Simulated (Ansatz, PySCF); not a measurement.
Noncovalent pair: CH4OSe (SMILES CO[SeH]) (first 7 atoms) with CH4 (SMILES C); geometry from B3LYP-D3(BJ)/def2-TZVP, rigid monomers moved along the line of their centres of mass till O2···H12 is 3.76 Å.
(charge 0, multiplicity 1):
```xyz
12

C      1.8353     0.8063     0.8019
O      0.4378     0.7690     0.5231
Se    -0.2413    -0.8850     0.2262
H      2.0930     0.1789     1.6584
H      2.0649     1.8478     1.0322
H      2.4225     0.4897    -0.0653
H      0.1688    -0.9781    -1.1963
C     -0.1041     0.1271     5.0249
H      0.1507    -0.8528     4.6220
H     -0.9689     0.0340     5.6804
H      0.7408     0.5145     5.5933
H     -0.3360     0.8073     4.2070
```

Interaction energies are E(AB) − E(A) − E(B) at the monomers' geometry in the complex; basis-set methods are counterpoise corrected.

Correlated levels freeze the cores. Filled d and f shells under p-block atoms count as core.

Programs: Ansatz (an electronic-structure program); PySCF for the dispersion terms. 

PBE/def2-TZVPPD gives -0.27 kcal/mol for the interaction energy.

**Question.** Predict the shift from PBE, with its sign, for: PBE-D3(BJ)/def2-TZVPPD, r2SCAN/def2-TZVPPD, B3LYP/def2-TZVPPD, wB97M-V/def2-TZVPPD, MP2/aug-cc-pVDZ, CCSD(T)/aug-cc-pVDZ.

**Answer.** PBE-D3(BJ)/def2-TZVPPD -0.44; r2SCAN/def2-TZVPPD 0.01; B3LYP/def2-TZVPPD 0.34; wB97M-V/def2-TZVPPD -0.26; MP2/aug-cc-pVDZ -0.25; CCSD(T)/aug-cc-pVDZ -0.24 kcal/mol. 2 of 6 lie above PBE; the widest gap is to PBE-D3(BJ)/def2-TZVPPD.
